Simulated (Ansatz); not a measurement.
The same path of GaH3O (5 atoms, charge 0, multiplicity 1) was run twice with different band settings. Lost on the way: Ga1–H2, Ga1–H3. Made: H2–H3.

Computed with RKS B3LYP/def2-SVP in Ansatz.

Relaxed end points:

```xyz
5
Properties=species:S:1:pos:R:3
Ga 0.385 -0.082 0.199
H 0.205 -0.244 1.751
H 1.680 0.239 -0.611
O -1.060 -0.281 -0.845
H -1.882 -0.480 -0.379
```

```xyz
5
Properties=species:S:1:pos:R:3
Ga -1.245 -0.081 -2.240
H 1.097 -0.042 1.004
H 1.644 -0.006 1.535
O -0.823 -0.241 -0.481
H -1.344 -0.477 0.297
```

Common settings: movable images 7; climbing image yes; spring 5.0 eV/Å²; optimiser quadratic models (default); start path through a guess of the saddle point; iteration limit 60; end points relaxed.

| run | force threshold |
| --- | --- |
| 1 | 0.05 eV/Å |
| 2 | 0.2 eV/Å |

(1) What does each run give, and how far can it be trusted?

## Answers

(1) Run 1: converged after 22 iterations, highest image 3.066 eV above the first end. Neighbouring images differ by up to 2.9 eV, so the band resolves the path poorly. A vibrational analysis at the climbing image gives one clearly imaginary mode, 1456i cm⁻¹: a first-order saddle point.
Run 2: converged after 47 iterations, highest image 3.022 eV above the first end. The threshold of 0.2 eV/Å is loose, so the images may lie well off the minimum-energy path. Neighbouring images differ by up to 3.0 eV, so the band resolves the path poorly. The order of the stationary point at the top wasn't checked.
The orbitals stay closed-shell, which can raise the energy where a bond breaks towards radicals; this wasn't checked here.
